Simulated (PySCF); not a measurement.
r2SCAN on S (sulfur, neutral), [Ne] 3s1 3p4 3d1, one real determinant (an excited configuration). All numbers are calculated (PySCF 2.14, scalar relativity by spin-free X2C-1e, in dyall-av3z (19s12p3d2f, 84 functions)).

```
cycle= 1 E= -398.498143119339  delta_E= -0.00865  |g|= 0.0156  |ddm|= 0.105
cycle= 2 E= -398.4982632322  delta_E= -0.00012  |g|= 0.00676  |ddm|= 0.0244
cycle= 3 E= -398.498284211656  delta_E= -2.1e-05  |g|= 0.00239  |ddm|= 0.00797
cycle= 4 E= -398.498286319828  delta_E= -2.11e-06  |g|= 0.000292  |ddm|= 0.00203
cycle= 5 E= -398.498286402289  delta_E= -8.25e-08  |g|= 6.58e-05  |ddm|= 0.000549
cycle= 6 E= -398.498286406991  delta_E= -4.7e-09  |g|= 7.04e-06  |ddm|= 0.000103
cycle= 7 E= -398.498286407055  delta_E= -6.37e-11  |g|= 5.6e-07  |ddm|= 1.73e-05
converged SCF energy = -398.498286407055  <S^2> = 6.0085463  2S+1 = 5.0034174
```

Highest occupied orbital energy: 1.139 eV; ⟨L²⟩ = 8.02; populations by l: s 5.00, p 10.00, d 1.00, f 0.00.

Question: Can this result be used?

Answer: Not for this state. The calculation finished and met its thresholds. ⟨L²⟩ = 8.02 against 12 for a pure F term, so this real determinant mixes terms. The outer electron is Rydberg-like, and this basis confines it to a smaller radius and binds it less than a complete one would. At r2SCAN the highest occupied level has a positive energy, so only the finite basis holds that electron; for this excited configuration the basis is too tight for the outer shell.
